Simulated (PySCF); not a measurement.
Germanium monosulfide, GeS.
Structure used (PBE0-D3(BJ)/def2-TZVP), in Å, numbered top down from 1:
```
atom  x, y, z in Å
S1     1.0157   -0.0287    0.0020
Ge2   -0.9982   -0.0001   -0.0141
```

Computed, not measured: PBE0-D3(BJ)/def2-TZVP geometry optimisation, gas phase in PySCF 2.14.0.

Take the most abundant isotopes and a rigid rotor. 

Question: What are the moment of inertia and the rotational constant?

Answer: I = 90.538 u·Å², B = 505379 MHz·u·Å²/I = 5582 MHz (0.1862 cm⁻¹, or 0.268 K as hB/k). For two atoms I = μr² with μ = 22.3188 u and r = 2.0141 Å.

Question: List the first levels of a rigid rotor in a Σ state.

Answer: E(J) = BJ(J+1): J = 1: 0.372, J = 2: 1.117, J = 3: 2.234, J = 4: 3.724, J = 5: 5.586, J = 6: 7.820 cm⁻¹.

Question: Where do the first rotational lines fall?

Answer: The dipole is 2.21 D; J+1 ← J lies at 2B(J+1): 1 ← 0 at 11.16 GHz, 2 ← 1 at 22.33 GHz, 3 ← 2 at 33.49 GHz, 4 ← 3 at 44.66 GHz, 5 ← 4 at 55.82 GHz, 6 ← 5 at 66.98 GHz.

Question: Estimate the classical rotational partition function at 25 K, 200 K and 500 K.

Answer: Point group C∞v, symmetry number σ = 1; q = kT/(σhB), k/h = 20836.6 MHz/K: 93.3 at 25 K, 747 at 200 K, 1870 at 500 K.

PBE0-D3(BJ)/def2-TZVP frequencies: not computed here. No vibrational averaging or centrifugal distortion is included, and the geometry carries the error of its method.
